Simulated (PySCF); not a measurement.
**Electron correlation in As (arsenic, neutral)**

[Ar] 3d10 4s1 4p3 4d1, high-spin 6D determinant (an excited configuration). Calculation: PySCF 2.14, in aug-cc-pVTZ-PP with ECP10MDF (6s5p4d2f, 55 functions); a scalar-relativistic core potential. Frozen: 3s2 3p6 3d10; 5 electrons correlated.

```json
{"level": "CCSD", "correlation energy (mhartree)": "-32.90"}
{"level": "(T)", "correlation energy (mhartree)": "-0.50"}
{"level": "CCSD(T)", "correlation energy (mhartree)": "-33.40"}
```

Diagnostics: T1 = 0.0030, D1 = 0.0045, largest double amplitude 0.027.

The outer electron is Rydberg-like, and this basis confines it to a smaller radius and binds it less than a complete one would.

Cost of the coupled-cluster step: about 1.8 core-seconds, for 5 correlated electrons.

Iterations:

```
CC2 = 0
CCSD nocc = (np.int64(5), np.int64(0)), nmo = (46, 46)
frozen orbitals [[0, 1, 2, 3, 4, 5, 6, 7, 8], [0, 1, 2, 3, 4, 5, 6, 7, 8]]
max_cycle = 100
direct = 0
conv_tol = 1e-08
conv_tol_normt = 1e-06
diis_space = 8
diis_start_cycle = 0
Init t2, MP2 energy = -0.025218805766431
Init E_corr(UCCSD) = -0.0252188057675283
cycle = 1  E_corr(UCCSD) = -0.0309643118364292  dE = -0.00574550607  norm(t1,t2) = 0.0293862
cycle = 2  E_corr(UCCSD) = -0.032368453472919  dE = -0.00140414164  norm(t1,t2) = 0.00868558
cycle = 3  E_corr(UCCSD) = -0.032919475111273  dE = -0.000551021638  norm(t1,t2) = 0.00303806
cycle = 4  E_corr(UCCSD) = -0.0329022057168689  dE = 1.72693944e-05  norm(t1,t2) = 0.000570688
cycle = 5  E_corr(UCCSD) = -0.0329034960683379  dE = -1.29035147e-06  norm(t1,t2) = 8.92569e-05
cycle = 6  E_corr(UCCSD) = -0.0329032559992122  dE = 2.40069126e-07  norm(t1,t2) = 1.38966e-05
cycle = 7  E_corr(UCCSD) = -0.0329033965290936  dE = -1.40529881e-07  norm(t1,t2) = 2.65255e-06
cycle = 8  E_corr(UCCSD) = -0.0329033441509494  dE = 5.23781442e-08  norm(t1,t2) = 4.17394e-07
cycle = 9  E_corr(UCCSD) = -0.0329033515024019  dE = -7.35145247e-09  norm(t1,t2) = 8.42891e-08
UCCSD converged
E(UCCSD) = -330.7631665260621  E_corr = -0.0329033515024019
UCCSD(T) correction = -0.000495841629523011
```
